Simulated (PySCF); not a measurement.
Isomers of C4H8F2Si.

All values: CAM-B3LYP/def2-SVPD (PySCF) at PBE0-D3(BJ)/def2-SVP geometries, gas phase, one conformer each. Core orbitals are frozen in the response; Δα² is half the sum of the squared differences of the principal polarisabilities.

Problem. Rank by HOMO energy, lowest first.
A. `[F:1][C@@H:2]1[CH2:3][CH2:4][C@@H:5]([F:6])[SiH2:7]1` with F1–C2–C3–C4 -75°, C2–C3–C4–C5 -54°, C3–C4–C5–F6 -76°, C4–C5–Si7–C2 -14°
B. `[F:1][C@@H:2]1[CH2:3][SiH2:4][C@@H:5]([F:6])[CH2:7]1` with F1–C2–C3–Si4 -158°, C2–C3–Si4–C5 11°, C3–Si4–C5–F6 -98°, Si4–C5–C7–C2 -40°
C. `[CH2:1]=[C:2]([SiH3:3])[CH2:4][CH:5]([F:6])[F:7]` with C1–C2–C4–C5 121°, C2–C4–C5–F6 62°
D. `[F:1][C@@H:2]1[CH2:3][CH2:4][SiH2:5][C@H:6]1[F:7]` with F1–C2–C3–C4 -64°, C2–C3–C4–Si5 -32°, C3–C4–Si5–C6 6°, C4–Si5–C6–F7 -94°
E. `[CH3:1][C@@:2]1([CH:3]([F:4])[F:5])[CH2:6][SiH2:7]1` with C1–C2–C3–F4 58°

Solution. B (-9.81 eV), D (-9.68 eV), A (-9.50 eV), C (-9.30 eV), E (-8.53 eV).

Problem. Rank by vertical ionisation energy (ΔSCF), lowest first.
A. `[F:1][C@@H:2]1[CH2:3][CH2:4][C@H:5]([F:6])[SiH2:7]1` with F1–C2–C3–C4 -72°, C2–C3–C4–C5 -53°, C3–C4–C5–F6 159°, C4–C5–Si7–C2 -9°
B. `[CH3:1][C@@:2]1([CH:3]([F:4])[F:5])[CH2:6][SiH2:7]1` with C1–C2–C3–F4 58°
C. `[CH2:1]=[C:2]([SiH3:3])[CH2:4][CH:5]([F:6])[F:7]` with C1–C2–C4–C5 121°, C2–C4–C5–F6 62°
D. `[F:1][C@@H:2]1[CH2:3][SiH2:4][C@H:5]([F:6])[CH2:7]1` with F1–C2–C3–Si4 -160°, C2–C3–Si4–C5 13°, C3–Si4–C5–F6 135°, Si4–C5–C7–C2 -38°

Solution. B (9.28 eV), C (10.06 eV), A (10.21 eV), D (10.55 eV).

Problem. Rank by polarisability anisotropy Δα, lowest first.
A. `[F:1][CH:2]([F:3])[C@@H:4]1[CH2:5][CH2:6][SiH2:7]1` with F1–C2–C4–C5 176°, C2–C4–C5–C6 -149°, C4–C5–C6–Si7 23°, C5–C6–Si7–C4 -19°, C2–C4–Si7–C6 140°
B. `[F:1][C@@H:2]1[CH2:3][CH2:4][C@H:5]([F:6])[SiH2:7]1` with F1–C2–C3–C4 -72°, C2–C3–C4–C5 -53°, C3–C4–C5–F6 159°, C4–C5–Si7–C2 -9°
C. `[CH2:1]=[C:2]([SiH3:3])[CH2:4][CH:5]([F:6])[F:7]` with C1–C2–C4–C5 121°, C2–C4–C5–F6 62°
D. `[CH3:1][C@@:2]1([CH:3]([F:4])[F:5])[CH2:6][SiH2:7]1` with C1–C2–C3–F4 58°

Solution. B (1.60 Å³), A (1.96 Å³), D (2.45 Å³), C (3.28 Å³).

All values together:

| SMILES | μ (D) | HOMO (eV) | LUMO (eV) | α (Å³) | Δα (Å³) | ΔSCF removal energy (eV) |
| --- | --- | --- | --- | --- | --- | --- |
| F[C@@H]1CC[C@H](F)[SiH2]1 | 2.88 | -9.40 | 1.03 | 10.80 | 1.60 | 10.21 |
| C=C([SiH3])CC(F)F | 2.29 | -9.30 | 0.42 | 11.61 | 3.28 | 10.06 |
| C[C@@]1(C(F)F)C[SiH2]1 | 2.64 | -8.53 | 0.79 | 11.33 | 2.45 | 9.28 |
| F[C@@H]1C[SiH2][C@@H](F)C1 | 1.90 | -9.81 | 1.08 | 10.76 | 1.79 | 10.63 |
| F[C@@H]1CC[C@@H](F)[SiH2]1 | 0.20 | -9.50 | 1.21 | 10.80 | 1.58 | 10.30 |
| F[C@@H]1C[SiH2][C@H](F)C1 | 1.82 | -9.72 | 0.99 | 10.76 | 1.86 | 10.55 |
| FC(F)[C@@H]1CC[SiH2]1 | 2.68 | -9.72 | 0.90 | 10.95 | 1.96 | 10.50 |
| F[C@@H]1CC[SiH2][C@H]1F | 0.99 | -9.68 | 1.17 | 10.75 | 1.58 | 10.48 |

Conformers: `[F:1][C@@H:2]1[CH2:3][CH2:4][C@H:5]([F:6])[SiH2:7]1` with F1–C2–C3–C4 -72°, C2–C3–C4–C5 -53°, C3–C4–C5–F6 159°, C4–C5–Si7–C2 -9°; `[CH2:1]=[C:2]([SiH3:3])[CH2:4][CH:5]([F:6])[F:7]` with C1–C2–C4–C5 121°, C2–C4–C5–F6 62°; `[CH3:1][C@@:2]1([CH:3]([F:4])[F:5])[CH2:6][SiH2:7]1` with C1–C2–C3–F4 58°; `[F:1][C@@H:2]1[CH2:3][SiH2:4][C@@H:5]([F:6])[CH2:7]1` with F1–C2–C3–Si4 -158°, C2–C3–Si4–C5 11°, C3–Si4–C5–F6 -98°, Si4–C5–C7–C2 -40°; `[F:1][C@@H:2]1[CH2:3][CH2:4][C@@H:5]([F:6])[SiH2:7]1` with F1–C2–C3–C4 -75°, C2–C3–C4–C5 -54°, C3–C4–C5–F6 -76°, C4–C5–Si7–C2 -14°; `[F:1][C@@H:2]1[CH2:3][SiH2:4][C@H:5]([F:6])[CH2:7]1` with F1–C2–C3–Si4 -160°, C2–C3–Si4–C5 13°, C3–Si4–C5–F6 135°, Si4–C5–C7–C2 -38°; `[F:1][CH:2]([F:3])[C@@H:4]1[CH2:5][CH2:6][SiH2:7]1` with F1–C2–C4–C5 176°, C2–C4–C5–C6 -149°, C4–C5–C6–Si7 23°, C5–C6–Si7–C4 -19°, C2–C4–Si7–C6 140°; `[F:1][C@@H:2]1[CH2:3][CH2:4][SiH2:5][C@H:6]1[F:7]` with F1–C2–C3–C4 -64°, C2–C3–C4–Si5 -32°, C3–C4–Si5–C6 6°, C4–Si5–C6–F7 -94°.

Problem. By how much does the ΔSCF value exceed −ε(HOMO) over the species that have both?

Solution. By 0.75 to 0.83 eV, 0.79 eV on average, over 8 species.
